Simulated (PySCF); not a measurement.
# One molecule, several mistakes: CH6NSi anion

These are calculations, not measurements. The program is PySCF 2.14.0, an open-source quantum chemistry code, run on an isolated molecule that a program drew, which may never have been made. The molecule is CH6NSi anion (charge -1, singlet), drawn as the SMILES string `C[SiH-]N`.

Each row is a Hartree-Fock (HF) and frozen-core CCSD(T) single point in the aug-cc-pV(D+d)Z basis, meant for a local HF minimum. Run 1 is clean. Each other run has one planted mistake out of seven kinds, and not every kind appears here: one electron removed, one electron added, multiplicity raised by two, geometry at a saddle point, minimal basis STO-3G, one bond length entered in bohr, all coordinates scaled. The reference is restricted for singlets and unrestricted otherwise, and also for a bond in bohr. Adding or removing an electron swaps singlet and doublet. Electrons count all cores. HOMO and LUMO are orbital energies over both spins, the gradient is its largest component, and the lowest frequency (negative if imaginary) is given only where the gradient is small. Bond lengths are over the 8 bonds as drawn. T1 is the CCSD diagnostic: over 0.02 (restricted) or 0.045 (unrestricted) a single reference is doubtful.

Geometry of the clean run:
```xyz
9
CH6NSi anion, angstrom
C     0.9436   -1.6110   -1.5786
Si   -0.8985   -2.3047   -1.6449
N    -1.5758   -1.7917   -0.0234
H     1.0029   -0.5755   -1.2111
H     1.5729   -2.2307   -0.9278
H     1.3959   -1.6324   -2.5793
H    -1.4701   -1.1509   -2.4927
H    -1.2405   -0.9245    0.3611
H    -1.5036   -2.4943    0.6869
```

```
run,electrons,basis functions,<S^2>,HOMO (eV),LUMO (eV),gradient (hartree/bohr),lowest frequency (cm^-1),mean bond (Å),longest bond (Å),T1,HF (hartree),CCSD(T) (hartree),mistake
1,34,132,0.000,-1.60,3.91,3.1e-05,197,1.3307,1.970,0.0139,-384.74244,-385.26778,no fault
2,34,25,0.000,2.85,21.23,5.1e-02,-,1.3307,1.970,0.0068,-380.04793,-380.21676,minimal basis STO-3G
3,34,132,2.003,0.84,3.40,8.0e-02,-,1.3307,1.970,0.0383,-384.69571,-385.19277,multiplicity raised by two
4,34,132,0.000,-1.35,3.90,3.7e-02,-,1.2788,1.893,0.0136,-384.73092,-385.24977,all coordinates scaled
5,34,132,0.666,-1.74,3.84,2.4e-02,-,1.4528,2.075,0.0608,-384.62353,-385.14939,?
6,33,132,0.753,-10.06,0.28,8.4e-02,-,1.3307,1.970,0.0132,-384.72786,-385.21522,?
```

**Which mistake was planted in run 5, and what did it cost?**

The mean bond changes by a factor of 1.092 and the longest by 1.053, so the molecule wasn't scaled as a whole. A length L in bohr read as angstrom grows by (1/0.5292 - 1) L = 0.890 L. The 8 bonds together grew by 8 x 0.1221 = 0.977 Å, which gives L = 1.098 Å. That is the length of one of the C-H bonds, 1.098 Å in the clean geometry. So the mistake is: one bond length entered in bohr. Subtracting run 1 and multiplying by 627.51 kcal/mol a hartree, the energy moved by 74.6 kcal/mol in HF and 74.3 kcal/mol in CCSD(T).

**Which mistake was planted in run 6, and what did it cost?**

It counts 33 electrons, one fewer than the clean run, at the same geometry and basis. So the mistake is: one electron removed. Subtracting run 1 and multiplying by 627.51 kcal/mol a hartree, the energy moved by 9.1 kcal/mol in HF and 33.0 kcal/mol in CCSD(T).

Cautions from the logs. Run 2: the HOMO is above zero, so the electron isn't bound and the energy depends on the basis; run 3: the HOMO is above zero, so the electron isn't bound and the energy depends on the basis; run 5: T1 is over the limit, so its CCSD(T) energy is less reliable.
